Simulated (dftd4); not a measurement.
C$_{2}$H$_{4}$O$_{2}$, triplet, at a GFN2-xTB geometry (a higher spin typed on purpose: for a closed-shell molecule this is an excited state); D4 for b3lyp (dftd4).

The dftd4 input:
```
$ dftd4 mol.xyz --func b3lyp --charge 0 --json dftd4.json --noedisp --property

# file mol.xyz
8

C     -1.29370611    -0.45495980     0.07134256
C      0.08819231     0.33727888     0.11862454
O      0.99930282    -0.36540853     0.85431055
O      0.29821376     0.79544544    -1.06284776
H     -2.03228451     0.19607021    -0.38031375
H     -1.19809768    -1.37897758    -0.49959502
H     -1.51107589    -0.65825986     1.11601260
H      1.59440817    -0.89304257     0.29239111
```

It wrote (shortened):

```
                    ____  _____ _____     ____  _  _
      -------------|  _ \|  ___|_   _|---|  _ \| || |------------
     |             | | | | |_    | | ___ | | | | || |_           |
     |             | |_| |  _|   | ||___|| |_| |__   _|          |
     |             |____/|_|     |_|     |____/   |_|            |
     |             ===================================           |
     |            E. Caldeweyher, S. Ehlert & S. Grimme          |
     |          Mulliken Center for Theoretical Chemistry        |
     |                    University of Bonn                     |
      -----------------------------------------------------------

Rational (Becke-Johnson) damping: b3lyp-D4-ATM
---------------------
  s6         1.0000
  s8         2.0293
  s9         1.0000
  a1         0.4087
  a2         4.5381
 alp        16.0000
--------------------

Atomic data, radii in Ångström:
------------------------------------------------------
   Z          R(cov)      r4/r2   hardness         EN
------------------------------------------------------
   6 C        1.0000     1.6431     0.4220     2.5500
   8 O        0.8400     1.3725     0.5869     3.4400
   1 H        0.4267     1.0622     0.4726     2.2000
------------------------------------------------------

Atomic reference systems (in atomic units):
----------------------------------------------------------------------------
   Z        #      CN     q+Z       C6(AA)   #      CN     q+Z       C6(AA)
----------------------------------------------------------------------------
   6 C      1  0.0000  6.0000      49.3833   2  0.9189  5.8288      52.1688
            3  1.9079  5.8579      35.6972   4  2.8312  5.7775      35.8445
            5  3.7487  5.7435      28.6317   6  2.9183  5.8956      32.2504
            7  0.8556  6.2103      25.6194
   8 O      1  0.0000  8.0000      15.5711   2  0.8042  7.6453      20.8489
            3  1.6112  7.4012      24.8631   4  0.9798  8.0000      14.9880
   1 H      1  0.0000  1.0000       7.6362   2  0.8942  1.0000       3.0374
----------------------------------------------------------------------------

Atomic properties (in atomic units):
----------------------------------------------------------------------------
     #    Z              CN          q      C6(AA)        C8(AA)   alpha(0)
----------------------------------------------------------------------------
     1    6 C        3.7431    -0.1509     26.2697      759.7646     7.3991
     2    6 C        2.6736     0.2605     23.9058      691.3965     7.9749
     3    8 O        1.6570    -0.4306     21.2843      429.5294     6.2407
     4    8 O        0.8575    -0.3562     20.7555      418.8570     6.1131
     5    1 H        0.9253     0.1346      1.5004       18.1369     1.9155
     6    1 H        0.9245     0.1311      1.5268       18.4563     1.9323
     7    1 H        0.9250     0.1297      1.5373       18.5836     1.9389
     8    1 H        0.8038     0.2817      0.7789        9.4160     1.3864
----------------------------------------------------------------------------

Molecular properties (in atomic units):
----------------------------------------
 molecular C6                 561.1401
 molecular C8               12240.8455
----------------------------------------

Dispersion energy:      -6.1934670162660E-03 Eh

[Info] JSON dump of results written to 'dftd4.json'
```
